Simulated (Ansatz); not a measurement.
Total energies of In(H2O)H3 (InOH5) from Ansatz at PBE0-D4/def2-TZVP, gas phase (1 Eh = 27.2114 eV = 2625.5 kJ/mol). The reference geometry is relaxed at PBE-D4/def2-TZVP.

```csv
state,geometry,energy (Eh)
charge 0 singlet,reference,-268.28399
charge 1 doublet,reference,-267.92208
charge 1 doublet,relaxed at PBE-D4/def2-TZVP,-267.96301
free In atom (doublet),–,-190.11398
free O atom (triplet),–,-75.01860
free H atom (doublet),–,-0.50104
```

In the def2 sets In takes a core potential; there is no spin–orbit coupling.

Work out the vertical ionisation energy to the doublet.

E(charge 1 doublet) − E(charge 0 singlet) = -267.92208 − (-268.28399) = 0.36191 Eh = 9.85 eV. For comparison, −ε of the highest occupied level is 7.60 eV at this level, 2.25 eV less.

How much does the charge 1 doublet relax, and what is the adiabatic ionisation energy?

Relaxation: -267.92208 − (-267.96301) = 0.04093 Eh = 1.11 eV. Adiabatic ionisation energy: 0.32098 Eh = 8.73 eV, without zero-point energy. Bonds change on the way (1 lost, 0 formed), so the relaxed form is another species. 

What is the binding energy per atom against free atoms?

Atoms: 1 × (-190.11398) + 1 × (-75.01860) + 5 × (-0.50104) = -267.63778 Eh. Binding: -267.63778 − (-268.28399) = 0.64621 Eh = 17.58 eV, or 2.51 eV for each of 7 atoms (no zero-point energy, no counterpoise term).
